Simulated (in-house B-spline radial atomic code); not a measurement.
Checks on a self-consistent run for the potassium ion K²⁺, [Ne] 3s2 3p4 4d1. Method: Dirac-Hartree-Fock, average of configuration, Fermi nucleus of rms radius 3.4349 fm. Calculated with a radial B-spline atomic code at the basis-set limit.

```csv
orbital,q,ε (Eh),<1/r>,<r²>,small-component weight
1s1/2,2,-135.54227,18.725,0.0088149,0.004603
2s1/2,2,-15.91178,3.84391,0.173872,0.00077074
2p1/2,2,-12.90479,3.73479,0.148936,0.00073697
2p3/2,4,-12.79507,3.70061,0.150819,0.00073112
3s1/2,2,-2.81222,1.13798,1.67435,0.00014403
3p1/2,1.3333,-2.07308,1.03477,1.9688,0.00012477
3p3/2,2.6667,-2.06085,1.02894,1.98571,0.00012396
4d3/2,0.4,-0.36748,0.267024,30.6465,1.643e-05
4d5/2,0.6,-0.36737,0.266891,30.6693,1.6417e-05
```

Electron-electron repulsion V_ee = 204.7950 hartree.

Problem. What total energy follows from the eigenvalues?

Solution. The eigenvalues count the repulsion twice, so E = Σqε - V_ee = -394.150 - 204.795 = -598.945 hartree; the run printed -598.945.

Problem. Does the Dirac virial theorem hold?

Solution. For a point nucleus E = -2c²Σq·w, with w the small-component weight. Here Σq·w = 0.015947 and c = 137.0360, so the ratio E/(-2c²Σq·w) is 1.000003.

Problem. What diamagnetic shielding (Lamb formula) and susceptibility (Langevin formula) do the radii give?

Solution. σ = (α²/3)Σq<1/r> = 74.0763/(3·137.036²) = 1314.9 ppm, and χ = -0.79199×10⁻⁶·Σq<r²> = -34.21×10⁻⁶ cm³/mol with Σq<r²> = 43.196 bohr². Both are non-relativistic formulas without the paramagnetism of open shells.
